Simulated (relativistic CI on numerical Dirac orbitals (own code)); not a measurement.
**d6 in a ligand field**

Computed with a parametric ligand-field model of a d^n configuration (Racah B and C, spin-orbit zeta, crystal field), exact diagonalisation.

Field parameters in Wybourne normalisation: D4h B²₀ = −7Ds, B⁴₀ = 21(Dq − Dt), B⁴₄ = 21√(5/14) Dq; Oh B⁴₀ = 21Dq, B⁴₄ = √(5/14) B⁴₀. The field is a parameter set, without covalency.

(1) Ground term and bands for B = 420, C = 1910, ζ = 0 cm⁻¹, D4h, 10Dq = 28950, Ds = 3000, Dt = -310 cm⁻¹?

(2) Ground term and bands for B = 580, C = 2570, ζ = 0 cm⁻¹, Oh, 10Dq = 23400 cm⁻¹?

(3) Ground term and bands for B = 500, C = 1890, ζ = 0 cm⁻¹, Oh, 10Dq = 5000 cm⁻¹?

(4) Ground term and bands for B = 450, C = 2000, ζ = 0 cm⁻¹, Oh, 10Dq = 7000 cm⁻¹?

(5) Ground term and bands for B = 680, C = 2590, ζ = 0 cm⁻¹, D4h, 10Dq = 25800, Ds = 3000, Dt = -580 cm⁻¹?

Answers

(1) Ground term 1A1 with 0.02 electrons in the two orbitals of the cubic e set. Spin-allowed: 1B2 23440 cm⁻¹ (427 nm), 1A2 27475 cm⁻¹ (364 nm), 1E 28629 cm⁻¹ (349 nm), 1E 42876 cm⁻¹ (233 nm). Lowest spin-forbidden: 3B2 16321 cm⁻¹ (613 nm), 3A2 23550 cm⁻¹ (425 nm), 3E 24189 cm⁻¹ (413 nm).

(2) Ground term 1A1 with 0.03 electrons in the two orbitals of the cubic e set. Spin-allowed: 1T1 21629 cm⁻¹ (462 nm), 1T2 29580 cm⁻¹ (338 nm), 1T2 44308 cm⁻¹ (226 nm), 1E 44688 cm⁻¹ (224 nm). Lowest spin-forbidden: 3T1 16167 cm⁻¹ (619 nm), 3T2 20101 cm⁻¹ (497 nm), 5T2 24547 cm⁻¹ (407 nm).

(3) Ground term 5T2 with 2.00 electrons in the two orbitals of the cubic e set. Spin-allowed: 5E 5000 cm⁻¹ (2000 nm). Lowest spin-forbidden: 3T1 5788 cm⁻¹ (1728 nm), 1A1 5918 cm⁻¹ (1690 nm), 3T2 7789 cm⁻¹ (1284 nm).

(4) Ground term 5T2 with 2.00 electrons in the two orbitals of the cubic e set. Spin-allowed: 5E 7000 cm⁻¹ (1429 nm). Lowest spin-forbidden: 1A1 2700 cm⁻¹, 3T1 4272 cm⁻¹ (2341 nm), 3T2 6513 cm⁻¹ (1535 nm).

(5) Ground term 1A1 with 0.03 electrons in the two orbitals of the cubic e set. Spin-allowed: 1A2 24031 cm⁻¹ (416 nm), 1B2 24985 cm⁻¹ (400 nm), 1E 28076 cm⁻¹ (356 nm), 1E 43174 cm⁻¹ (232 nm). Lowest spin-forbidden: 3B2 14539 cm⁻¹ (688 nm), 3A2 18601 cm⁻¹ (538 nm), 3E 22001 cm⁻¹ (455 nm).
